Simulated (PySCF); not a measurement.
# Relaxation of quartet IrOI₂

These are results of UPBE0/[Ir def2-SVP with ECP60, O def2-SVP, I def2-SVP with ECP28], scalar-relativistic core potentials, density fitting, no spin–orbit coupling, PySCF, not measurements. A (50,194) grid was used.

A hand-made trigonal planar start, of C2v symmetry, held to at least that symmetry:

```xyz
4
charge 0 multiplicity 4, angstrom
Ir   -0.3199   -0.5541    0.0000
O    -1.1800   -2.0437    0.0000
I     2.2301   -0.5541    0.0000
I    -1.5949    1.6543    0.0000
```

Optimiser trace:
```csv
step,E − E(last) (kJ/mol),largest gradient (Eh/bohr)
0,35.55,0.02377
1,24.98,0.00801
2,7.26,0.01384
3,1.55,0.00733
4,0.26,0.00348
5,0.00,0.00128
6,0.00,0.00021
```

It ends at C2v with Ir–I 2.551 Å (×2), Ir–O 1.725 Å; I–Ir–I 152.5°, I–Ir–O 103.7° (×2) (after a last refinement on a finer grid). The frequency run here used a shortcut that can spoil soft modes, so no verdict on minimum or saddle point is given. Other isomers or separated fragments may lie lower.

Final geometry:
Coordinates in bohr (charge 0 multiplicity 4):
```
Ir   -0.2571   -0.4453    0.0000
O    -1.8869   -3.2681    0.0000
I     4.3711   -1.7961    0.0000
I    -3.7409    2.8875    0.0000
```

Open d and f shells are described by one determinant, and the ground state may have another occupation or spin. At this level a doublet minimum of C2v symmetry lies 48 kJ/mol below this structure. With an element this heavy the missing spin–orbit coupling can shift these numbers.
